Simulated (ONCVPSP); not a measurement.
# carbon: variants of one ONCV potential

Base potential:

```json
{"Element": "carbon", "Generator": "ONCVPSP 4.0.1", "Type": "optimised norm-conserving Vanderbilt (ONCV)", "Functional": "PBEsol", "Relativity": "fully relativistic", "Frozen core": "[He]", "Valence charge": "4", "Reference configuration": "2s2 2p1 (charge +1)", "Partial waves": "2s: rc 1.20 bohr, ncon 3, nbas 8, qcut 6.8 1/bohr, 2 projectors, debl 1.1 Ha; 2p: rc 1.70 bohr, ncon 4, nbas 9, qcut 8.5 1/bohr, 2 projectors, debl 1.1 Ha; d scattering state at 0.05 Ha: rc 1.75 bohr, ncon 5, nbas 10, qcut 5.2 1/bohr, 2 projectors, debl 3.8 Ha", "Local potential": "polynomial inside 0.95 bohr (lpopt 1, dvloc0 0 Ha)", "Core correction": "polynomial model core, fcfact 0.45"}
```

Open shells are filled in proportion to 2j + 1.

Cutoffs, loose and tight: the cutoffs (Ha) at which the residual kinetic energy of the hardest occupied pseudo-wave falls to 1 and 0.1 mHa per electron. They do not see the model core or the augmentation charge, which bear on the density cutoff. Test errors are all-electron minus pseudo excitation energies from the reference, over the configurations 2s2 2p2; 2s2 2p0; 2s1 2p0; 2s1 2p3. A dash means not determined; rows that change the core or the reference have their own tests.

| change | outcome | cutoff, loose | cutoff, tight | bound ghosts | GHOST(+) flags above zero | largest test error (meV) |
| --- | --- | --- | --- | --- | --- | --- |
| base | generated | 21 Ha | 26 Ha | none | none | +170 |
| s: debl 1.4 | generated | 21 Ha | 26 Ha | none | none | +170 |
| functional PBE | generated | 21 Ha | 26 Ha | none | none | +182 |
| p: rc 2.46 | generated | 17 Ha | 23 Ha | none | none | +422 |
| core correction polynomial model core, fcfact 1 | generated | 21 Ha | 26 Ha | none | none | +161 |

Problem. What comes out with this change to the base: all radii but the core radius scaled by about 0.94 (s 1.12, p 1.60, d 1.64 bohr); local potential polynomial inside 0.90 bohr (lpopt 1, dvloc0 0 Ha)?

Solution. outcome: generated; cutoff, loose: 22 Ha; cutoff, tight: 27 Ha; bound ghosts: none; GHOST(+) flags above zero: none; largest test error (meV): +158.
